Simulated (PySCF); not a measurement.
The scaffold SiH2(OH)-X carries different groups X. All species are isolated molecules in the gas phase. One relaxed conformer stands for each flexible species; it need not be the lowest. Strings in code marks are SMILES.

The numbers are results of PBE0-D4/def2-TZVP (PySCF), not measurements. Excitations are Tamm–Dancoff values on a coarser integration grid. The basis has no diffuse functions, so Rydberg states are missing or too high.

A: X = methylamino (`CN[SiH2]O` (C–N–Si–O torsion 83°, N–Si–O–H torsion -73°))
B: X = germyl
C: X = fluoro (`[SiH2](O)F` (H–O–Si–F torsion 72°))
D: X = acetyl (`CC(=O)[SiH2]O` (O–C–Si–O torsion 0°, C–Si–O–H torsion 0°))
E: X = ethyl
F: X = vinyl

**Question.** A design calls for the lowest T1 excitation (TDA) in this set. Which member fits?

**Answer.** D (2.93 eV); next is F (4.23 eV).
